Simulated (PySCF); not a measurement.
Ge(H)(SH) (GeH₂S), SMILES [SH][GeH] (connectivity only; charge and spin as stated), neutral, multiplicity 1. Atoms are numbered in the order given.

```xyz
4

Ge     0.0539     0.7538     0.0000
H     -1.5389     0.8280     0.0000
S     -0.0888    -1.4536     0.0000
H      1.2344    -1.6931     0.0000
```
Charge 0, spin multiplicity 1.

Geometry optimised at PBE0-D3(BJ)/def2-TZVP.

Calculation: TDA-CAM-B3LYP/def2-TZVPD (PySCF).

Vertical excitations. Isolated molecule, no solvent. State labels are in the subgroup Cs.

```tsv
state	symmetry	energy (eV)	λ (nm)	f	main pairs
S1	A"	3.24	383	0.019	HOMO→LUMO 98 %
S2	A'	4.94	251	0.036	HOMO−1→LUMO 84 %
S3	A"	4.99	249	0.001	HOMO−2→LUMO 98 %
S4	A'	5.97	208	0.081	HOMO→LUMO+1 82 %
S5	A'	6.30	197	0.309	HOMO→LUMO+2 81 %
S6	A"	6.56	189	0.041	HOMO−1→LUMO+1 77 %, HOMO−1→LUMO+2 14 %
S7	A"	6.81	182	0.003	HOMO−1→LUMO+2 60 %, HOMO−1→LUMO+1 18 %, HOMO−1→LUMO+6 10 %
S8	A'	7.15	174	0.077	HOMO→LUMO+3 66 %, HOMO→LUMO+6 23 %
S9	A'	7.51	165	0.053	HOMO→LUMO+4 56 %, HOMO→LUMO+6 22 %, HOMO→LUMO+7 10 %
S10	A"	7.52	165	0.003	HOMO−3→LUMO 93 %
T1	A"	2.12	585	0	HOMO→LUMO 98 %
T2	A'	3.67	338	0	HOMO−1→LUMO 98 %
T3	A"	4.53	273	0	HOMO−2→LUMO 98 %
T4	A'	4.92	252	0	HOMO→LUMO+1 64 %, HOMO→LUMO+4 15 %
```
Triplets are in the Tamm–Dancoff approximation.
